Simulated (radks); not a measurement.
Task: Radial electron density D(r) = 4 pi r^2 rho(r) of an atom or ion with 4 electrons. Method: Dirac Kohn-Sham, PBEsol, spin-unpolarised, spherical densities, finite nucleus; Fermi nuclear charge, rms radius of each element as measured or else 0.836 A^(1/3) + 0.57 fm; computed with a radial shooting solver on a logarithmic mesh with Libxc functionals.

r (bohr),D(r) (e/bohr)
0.004593,0.6531
0.00561,0.9404
0.006798,1.326
0.008237,1.854
0.009981,2.566
0.01209,3.512
0.01477,4.794
0.0179,6.350
0.02169,8.233
0.02628,10.40
0.03184,12.74
0.03858,15.01
0.04712,16.96
0.05709,17.99
0.06917,17.81
0.08382,16.20
0.1016,13.33
0.124,9.647
0.1503,6.434
0.1821,4.445
0.2207,4.030
0.2674,4.728
0.3266,5.494
0.3957,5.283
0.4794,3.986
0.5809,2.273
0.7039,0.9398
0.8597,0.2514
1.042,0.04485
1.262,0.004666

What is the nuclear charge?

Result: Z = 16. The innermost maximum, from 1s, lies near gamma/Z bohr with gamma = sqrt(1 - (Z/c)^2) = 0.993, here 0.0621 bohr (found: 0.0614), and its height grows with Z. The density is that of the sulfur ion S12+ in [He] 2s2; the configuration itself is not fixed sharply by these data, and Z only to about a unit. D(r) has 2 maxima, at r = 0.0614, 0.348 bohr, and minima at 0.212 bohr, inside which lie 2.07 electrons.
